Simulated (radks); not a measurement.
The numbers below are computed, except where a source is named.
Valence configurations of neutral mercury. Level of theory: scalar-relativistic Kohn-Sham, SCAN, spin-unpolarised, spherical densities, finite nucleus; meta-GGA in the generalised Kohn-Sham scheme; Fermi nuclear charge, rms radius 5.4648 fm (a radial shooting solver on a logarithmic mesh with Libxc functionals). Energies are relative to [Hg]; eigenvalues in eV.

| valence | E (eV) | e(4f) | e(5d) | e(6p) | e(6s) |
|---|---|---|---|---|---|
| [Hg] | 0.000 | -97.052 | -10.155 | - | -7.339 |
| [Xe] 4f14 5d9.5 6s2 6p0.5 | 5.017 | -99.946 | -12.420 | -1.689 | -8.665 |
| [Xe] 4f14 5d8 6s2 6p2 | 24.359 | -108.39 | -18.721 | -3.567 | -11.859 |
| [Xe] 4f13 5d10 6s1 6p2 | 111.99 | -116.75 | -17.806 | -3.261 | -10.998 |
| [Xe] 4f13 5d9.5 6s1.5 6p2 | 115.52 | -118.65 | -18.988 | -3.456 | -11.616 |
| [Xe] 4f13 5d9.5 6s1 6p2.5 | 119.62 | -119.55 | -19.852 | -3.838 | -12.074 |
| [Xe] 4f13 5d8.5 6s1.5 6p3 | 132.66 | -124.46 | -23.228 | -4.432 | -13.493 |
| [Xe] 4f12.5 5d10 6s1 6p2.5 | 170.87 | -125.79 | -20.628 | -3.844 | -12.115 |
| [Xe] 4f12 5d10 6s2 6p2 | 225.35 | -133.32 | -21.892 | -3.612 | -12.066 |
| [Xe] 4f12 5d8 6s2 6p4 | 268.56 | -145.30 | -30.437 | -5.663 | -15.943 |

NIST lists [Hg] as the ground configuration; this level of theory agrees among the configurations tried. The energies are those of spherical spin-averaged densities, not of single terms.
